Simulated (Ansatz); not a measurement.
Calculated with Ansatz (gas phase, PBE0-D4/def2-TZVP geometries, no zero-point term in ΔE). CBS: MP2 limit from def2 TZ/QZ plus the TZ coupled-cluster correction, frozen cores. This one scheme is used for every species. Elements past krypton have def2 core potentials. For I outer-core shells are correlated without core-valence functions, which leaves a few kJ/mol of doubt a bond. Each species was taken in one conformer, which may not be the lowest.

Reaction (ligand exchange at the Si–C bond): `C=C[Si](F)(F)F` + HI → `F[Si](F)(F)I` + `C=C`

```csv
species,CCSD(T)/CBS(def2) energy (Eh)
`C=C[Si](F)(F)F`,-666.56968
HI,-298.03592
`F[Si](F)(F)I`,-886.14639
`C=C`,-78.48111
```

Task: Work out ΔE.

Result: ΔE = (-886.14639) + (-78.48111) − (-666.56968) − (-298.03592) = -0.02190 Eh = -13.7 kcal/mol.

Largest T1 diagnostic among the species: 0.012.

At CCSD(T), def2-SVP lies +4.6 kcal/mol from the extrapolated value and def2-TZVPP +2.0 kcal/mol. Leaving LDA and LC-ωPBE aside and taking each functional with its dispersion term where it has one, the values, not all of them listed here, spread over 1.7 kcal/mol, from PBE-QIDH to CAM-B3LYP-D4. LDA lies +1.5 kcal/mol from PBE without D4.
